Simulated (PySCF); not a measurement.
HOMO–LUMO gap of the Kohn–Sham levels of molecules with a metal or metalloid centre, at PBE and at B3LYP.

Values in eV, from PySCF. Where two bases are given, the first is that of PBE. B3LYP is a level with its own limits.

```csv
system,basis,PBE,B3LYP,PBE − B3LYP
Al(H)2(F)(OH2) singlet,def2-TZVP,4.88,6.51,-1.62
Te(SH)(OSiH3) singlet,def2-TZVP,2.58,4.12,-1.54
N[SiH2][O][Al]([OH])[OH] singlet,def2-TZVP,4.91,6.65,-1.74
Ga(Cl)(SiH3)2 singlet,def2-TZVP,3.21,4.56,-1.35
Ge(H)3(OAc) singlet,def2-TZVP,5.41,7.55,-2.14
C[Si](C)(O)C#C[SiH3] singlet,def2-SVP,5.39,7.10,-1.71
Si(H)2(Me)(OH) singlet,def2-TZVP,6.49,8.32,-1.84
In(H)2(Ph) singlet,def2-TZVP,3.82,5.03,-1.21
Mg(tBu)(SMe) singlet,def2-SVP,2.19,3.46,-1.27
B(Et)2(Vi) singlet,def2-SVP,4.34,6.09,-1.76
Al(H)2(OH)(OMe2) singlet,def2-TZVP,5.26,7.00,-1.74
F[SiH](F)[Ge]([Cl])([Cl])[Cl] singlet,def2-TZVP,4.85,6.52,-1.68
B(All)2(OMe) singlet,def2-SVP,4.96,6.72,-1.76
Ge(Et)2(Vi)(OH) singlet,def2-SVP,4.92,6.79,-1.87
In(F)2(SiH3) singlet,def2-TZVP,4.77,6.43,-1.65
Si(F)(H)2(SH) singlet,def2-TZVP,5.24,6.94,-1.70
Sn(Cl)2(Et)2 singlet,def2-SVP,4.40,5.95,-1.56
CB(C)O[SiH2]O[SiH2]N singlet,def2-SVP,5.04,7.09,-2.05
Ge(Cl)(Br) singlet,def2-TZVP,2.96,4.34,-1.38
CO[Si](N[SiH3])(OC)OC singlet,def2-SVP,5.59,7.45,-1.87
[OH][Al]([OH])[O][Al]([OH])[OH] singlet,def2-TZVP,5.43,7.35,-1.93
Te(SeH)(GeH3) singlet,def2-TZVP,2.59,3.98,-1.39
Si(F)2(GeH3)(Me) singlet,def2-TZVP,6.31,7.99,-1.68
Mg(F)(GeH3) singlet,def2-TZVP,4.51,5.74,-1.24
```

**Question.** What do these rows say about the size and sign of the difference from B3LYP?

**Answer.** The mean difference from B3LYP is -1.65 eV (median -1.69) and the mean absolute one 1.65 eV (median 1.69); PBE lies above in 0 and below in 24 of 24 cases. It is closest for In(H)2(Ph) singlet (-1.21), Mg(F)(GeH3) singlet (-1.24), Mg(tBu)(SMe) singlet (-1.27) and furthest off for Ge(H)3(OAc) singlet (-2.14), CB(C)O[SiH2]O[SiH2]N singlet (-2.05), [OH][Al]([OH])[O][Al]([OH])[OH] singlet (-1.93).
